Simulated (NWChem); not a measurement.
Molecule: C4H2F2O; SMILES Fc1cocc1F

```xyz
9

F      0.0000     1.4844     1.3955
C      0.0000     0.7132     0.3271
C      0.0000     1.0964    -0.9806
O      0.0000     0.0000    -1.7643
C      0.0000    -1.0964    -0.9806
C      0.0000    -0.7132     0.3271
F      0.0000    -1.4844     1.3955
H      0.0000     2.0674    -1.4664
H      0.0000    -2.0674    -1.4664
```
Atoms are numbered in this order, from 1.

Program: NWChem. Pople sets run with spherical d functions. Geometry: optimised at PBE0/def2-SVP. GIAO values for the isolated, static molecule; σ is the absolute isotropic shielding, δ = σ(reference) − σ with the isolated reference molecule computed at the same levels (13C: tetramethylsilane, 19F: trichlorofluoromethane, 1H: tetramethylsilane, 17O: water).

| level | δ F1 (ppm) | δ C2 (ppm) | δ C3 (ppm) | δ O4 (ppm) | δ H8 (ppm) |
|---|---|---|---|---|---|
| B3LYP/6-31G* | … | … | … | … | … |
| B3LYP/6-311G** | -199.4 | 151.0 | 128.8 | 239.1 | 7.12 |
| KT2/pcSseg-1 | -215.9 | 144.2 | 121.3 | 221.1 | 7.14 |

Task: Complete the blanks.

Result: 
- B3LYP/6-31G*, δ F1 (ppm): -178.7
- B3LYP/6-31G*, δ C2 (ppm): 136.3
- B3LYP/6-31G*, δ C3 (ppm): 117.2
- B3LYP/6-31G*, δ O4 (ppm): 194.0
- B3LYP/6-31G*, δ H8 (ppm): 6.71
